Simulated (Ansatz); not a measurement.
Computed with frozen-core CCSD(T)/cc-pVTZ // PBE0-D4/def2-TZVP run with Ansatz (a quantum-chemistry and plane-wave program).

Ansatz 0.2 input:
```yaml
crystal:
  periodic: [false, false, false]
  atoms:
    - { symbol: Br, position_ang: [1.835754, -0.470638, 0.070258] }
    - { symbol: B, position_ang: [-0.000003, -0.000005, -0.000056] }
    - { symbol: Br, position_ang: [-0.510565, 1.826296, -0.019737] }
    - { symbol: Br, position_ang: [-1.325186, -1.355653, -0.050465] }
basis:
  gaussian: { orbitals: cc-pVTZ }
correlation:
  method: ccsd_t
```

Output:

```
Functional definition: HF
1036 factors; integrals over basis functions are off by at most 4.8e-4 eV
mean field evaluation 1: about -210674.0775 eV, gradient 1.9e1 eV
mean field evaluation 2: about -210674.1831 eV, gradient 1.9e1 eV
mean field evaluation 4: about -210675.4880 eV, gradient 2.2e0 eV
mean field evaluation 8: about -210675.5201 eV, gradient 8.7e-2 eV
mean field evaluation 16: about -210674.8932 eV, gradient 1.3e1 eV
mean field -210675.52020467 eV, -7742.1825665251 hartree, gradient 1.4e-6 eV, S^2 0.000000; 0 other end points of the search recorded, 0 dependent functions left out
28 core orbitals not correlated
reference -210675.52020467 eV, -7742.1825665251 hartree; 27, 27 occupied and 104, 104 virtual orbitals, 1036 factors
second order -21.02570984 eV of doubles, -0.00000000 eV of singles
cycle   1  -21.04765966 eV  change   -2.2e-2 eV  update   1.0e-1
cycle   2  -21.53665902 eV  change   -4.9e-1 eV  update   2.9e-2
cycle   3  -21.63428232 eV  change   -9.8e-2 eV  update   1.5e-2
cycle   4  -21.61467039 eV  change    2.0e-2 eV  update   4.7e-3
cycle   5  -21.61444542 eV  change    2.2e-4 eV  update   2.0e-3
cycle   6  -21.61440118 eV  change    4.4e-5 eV  update   4.2e-4
cycle   7  -21.61422604 eV  change    1.8e-4 eV  update   1.1e-4
cycle   8  -21.61427375 eV  change   -4.8e-5 eV  update   2.6e-5
perturbative correction -0.93551504 eV, -0.0343795436 hartree
Total energy: -210698.06999346 eV, -7743.0112559784 hartree
```

Cost: around 60 core-seconds (rough).
